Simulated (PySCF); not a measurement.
CH3Cl3Sn, SMILES [Cl][Sn]([Cl])([Cl])[CH3] (connectivity only; charge and spin as stated), charge -1, multiplicity 2. Atoms are numbered in the order given.

```xyz
8

C      0.0000     0.0000     2.1474
Sn     0.0000     0.0000    -0.0551
Cl     2.2228    -1.2833    -0.3451
Cl    -2.2228    -1.2833    -0.3451
Cl     0.0000     2.5666    -0.3451
H      0.9029     0.5213     2.4903
H     -0.9029     0.5213     2.4903
H      0.0000    -1.0425     2.4903
```
Charge -1, spin multiplicity 2.

Coordinates come from a B3LYP-D3(BJ)/def2-SVPD optimisation. The multiplicity is an assumed one; no other spin state was optimised. The isomer is the one that the SMILES or the coordinates give; other isomers of the formula were not compared. The def2 effective core potentials stand for the cores of Sn; spin–orbit coupling is left out.

All values below come from PySCF with B3LYP/def2-SVPD.

Mulliken values depend strongly on the basis, most of all with diffuse functions as here. ESP charges are fitted to the potential on shells at 1.4 to 2.0 van der Waals radii. Atomic charges (e):

| atom | ESP fit | Mulliken | Mulliken spin |
|---|---|---|---|
| C1 | -0.40 | 0.18 | 0.16 |
| Sn2 | 0.62 | 1.25 | 0.49 |
| Cl3 | -0.51 | -0.68 | 0.12 |
| Cl4 | -0.51 | -0.68 | 0.12 |
| Cl5 | -0.51 | -0.68 | 0.12 |
| H6 | 0.10 | -0.14 | -0.01 |
| H7 | 0.10 | -0.14 | -0.01 |
| H8 | 0.10 | -0.14 | -0.01 |
